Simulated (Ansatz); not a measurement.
Harmonic vibrations of H₂W₂⁺ by finite differences.

```yaml
crystal:
  periodic: [false, false, false]
  atoms:
    - {symbol: W, position_ang: [1.026099, -0.309053, 0.026770]}
    - {symbol: W, position_ang: [-1.023256, 0.309722, -0.028139]}
    - {symbol: H, position_ang: [-0.767300, 1.289190, 1.334339]}
    - {symbol: H, position_ang: [0.764447, -1.289858, -1.332981]}
basis:
  gaussian: {orbitals: def2-TZVP}
total_charge: 1
magnetization: {spin_polarized: true, initial_magnetization: 1}
hamiltonian: {xc: pbe, dispersion: d4}
scf: {omitted_lower_state_checks: [starts]}
phonons: {temperatures: {t_min: 298.15, t_max: 900, t_step: 200}}
```

```sh
$ ansatz run in.yaml --threads 4 --pin off --events-out ev --progress --plain --max-ram 3916MiB
```

Output, abridged:

```
Functional definition: PBE
mean field -3675.14034407 eV, -135.0589165449 hartree, gradient 1.5e-5 eV, S^2 0.929396; 0 other end points of the search recorded, 0 dependent functions left out
mean field -3675.14023353 eV, -135.0589124827 hartree, gradient 2.2e-6 eV, S^2 0.938036; 0 other end points of the search recorded, 0 dependent functions left out
mean field -3675.14026631 eV, -135.0589136873 hartree, gradient 1.9e-6 eV, S^2 0.920682; 0 other end points of the search recorded, 0 dependent functions left out
mean field -3675.14031020 eV, -135.0589153004 hartree, gradient 1.9e-6 eV, S^2 0.927011; 0 other end points of the search recorded, 0 dependent functions left out
mean field -3675.14032790 eV, -135.0589159509 hartree, gradient 1.9e-6 eV, S^2 0.931785; 0 other end points of the search recorded, 0 dependent functions left out
mean field -3675.14029369 eV, -135.0589146936 hartree, gradient 2.0e-6 eV, S^2 0.929929; 0 other end points of the search recorded, 0 dependent functions left out
mean field -3675.14032205 eV, -135.0589157357 hartree, gradient 1.8e-6 eV, S^2 0.928875; 0 other end points of the search recorded, 0 dependent functions left out
mean field -3675.14026200 eV, -135.0589135290 hartree, gradient 1.9e-6 eV, S^2 0.920731; 0 other end points of the search recorded, 0 dependent functions left out
mean field -3675.14023818 eV, -135.0589126538 hartree, gradient 2.1e-6 eV, S^2 0.937988; 0 other end points of the search recorded, 0 dependent functions left out
mean field -3675.14031816 eV, -135.0589155929 hartree, gradient 2.6e-6 eV, S^2 0.931707; 0 other end points of the search recorded, 0 dependent functions left out
mean field -3675.14031964 eV, -135.0589156471 hartree, gradient 1.9e-6 eV, S^2 0.927090; 0 other end points of the search recorded, 0 dependent functions left out
mean field -3675.14031570 eV, -135.0589155023 hartree, gradient 2.1e-6 eV, S^2 0.928786; 0 other end points of the search recorded, 0 dependent functions left out
mean field -3675.14029957 eV, -135.0589149097 hartree, gradient 2.6e-6 eV, S^2 0.930015; 0 other end points of the search recorded, 0 dependent functions left out
mean field -3675.14033139 eV, -135.0589160791 hartree, gradient 2.8e-6 eV, S^2 0.929490; 0 other end points of the search recorded, 0 dependent functions left out
mean field -3675.14034643 eV, -135.0589166316 hartree, gradient 1.5e-6 eV, S^2 0.929303; 0 other end points of the search recorded, 0 dependent functions left out
mean field -3675.14033791 eV, -135.0589163187 hartree, gradient 2.6e-6 eV, S^2 0.929591; 0 other end points of the search recorded, 0 dependent functions left out
mean field -3675.14031810 eV, -135.0589155906 hartree, gradient 2.5e-6 eV, S^2 0.929201; 0 other end points of the search recorded, 0 dependent functions left out
mean field -3675.14031965 eV, -135.0589156475 hartree, gradient 2.5e-6 eV, S^2 0.929688; 0 other end points of the search recorded, 0 dependent functions left out
mean field -3675.14030837 eV, -135.0589152330 hartree, gradient 2.4e-6 eV, S^2 0.929104; 0 other end points of the search recorded, 0 dependent functions left out
mean field -3675.14035085 eV, -135.0589167940 hartree, gradient 2.3e-6 eV, S^2 0.929254; 0 other end points of the search recorded, 0 dependent functions left out
mean field -3675.14032686 eV, -135.0589159125 hartree, gradient 2.1e-6 eV, S^2 0.929539; 0 other end points of the search recorded, 0 dependent functions left out
mean field -3675.14032766 eV, -135.0589159420 hartree, gradient 2.3e-6 eV, S^2 0.929280; 0 other end points of the search recorded, 0 dependent functions left out
mean field -3675.14032830 eV, -135.0589159654 hartree, gradient 2.4e-6 eV, S^2 0.929513; 0 other end points of the search recorded, 0 dependent functions left out
mean field -3675.14031470 eV, -135.0589154658 hartree, gradient 2.5e-6 eV, S^2 0.929192; 0 other end points of the search recorded, 0 dependent functions left out
mean field -3675.14031375 eV, -135.0589154308 hartree, gradient 2.5e-6 eV, S^2 0.929601; 0 other end points of the search recorded, 0 dependent functions left out
Total energy: -3675.22230080 eV, -135.0619283993 hartree
Atom 0 at     1.026099    -0.309053     0.026770 Å, force    -0.004004    -0.005741    -0.007381 eV/Å
Atom 1 at    -1.023256     0.309722    -0.028139 Å, force     0.002186     0.001883     0.004926 eV/Å
Atom 2 at    -0.767300     1.289190     1.334339 Å, force    -0.000609    -0.001871    -0.004257 eV/Å
Atom 3 at     0.764447    -1.289858    -1.332981 Å, force     0.002427     0.005729     0.006713 eV/Å
Dipole moment:    -0.002642     0.001600     0.000134 e Å
Vibrations: 299.52 359.29 404.32 774.66 1989.47 2009.81 cm⁻¹, zero-point energy 0.361853 eV
Checks for a lower state left out: starts
```

Run time 16 s (4 threads of Intel Xeon Platinum 8488C on a shared host).

In the def2 sets W takes a core potential; there is no spin–orbit coupling. The charge 1 doublet is spin-contaminated (final ⟨S²⟩ up to 0.93, 0.75 for a pure state). The structure comes from a short search, and lower isomers may exist.
